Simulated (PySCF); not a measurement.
What settings do to a single point of [PbI2]2+

The sound run of [PbI2]2+ (singlet) uses PySCF 2.14.0, RKS TPSS, Pb def2-SVP with ECP60, I def2-SVP with ECP28; non-relativistic Hamiltonian with scalar-relativistic core potentials where named; density fitting; no spin-orbit coupling, grid (50, 194), threshold 1e-8 Eh and 55 cycles, at the relaxed geometry:

```xyz
3

Pb    0.0000    0.0000    0.0000
I     0.0000    0.0000    2.6709
I     0.0000    0.0000   -2.6709
```

There Pb1 has a Mulliken charge of 0.98 e and the dipole about the centre of mass is 0.00 D. Each run below changes one thing and starts from free metal ions and neutral atoms unless it says otherwise; with 55 cycles, smearing, a level shift and second-order steps follow where DIIS fails, and their cycles count. Energy shifts count from the sound run.

```json
{"change": "grid (99, 590)", "outcome": "converged", "cycles": "9", "energy shift (eV)": "0.0279", "largest force component (eV/Å)": "0.00", "charge on Pb1 (e)": "0.98", "dipole about the centre of mass (D)": "0.00"}
{"change": "start from a density of up to 30 smeared cycles (not counted)", "outcome": "converged", "cycles": "7", "energy shift (eV)": "0.0000", "largest force component (eV/Å)": "0.00", "charge on Pb1 (e)": "0.98", "dipole about the centre of mass (D)": "0.00"}
{"change": "threshold 0.0001", "outcome": "converged", "cycles": "6", "energy shift (eV)": "0.0000", "largest force component (eV/Å)": "0.00", "charge on Pb1 (e)": "0.98", "dipole about the centre of mass (D)": "0.00"}
```

Q: How does the run with this change end: spin (2S) set to 3, limit 78 cycles?

A: outcome refused.

Forces carry noise of the integration grid, about 0.01 to 0.03 eV/Å.

No frequency check is given that shows the relaxed geometry to be a minimum. The gap of the closed shell is small, and it wasn't tested for a lower spin-broken solution at this geometry.
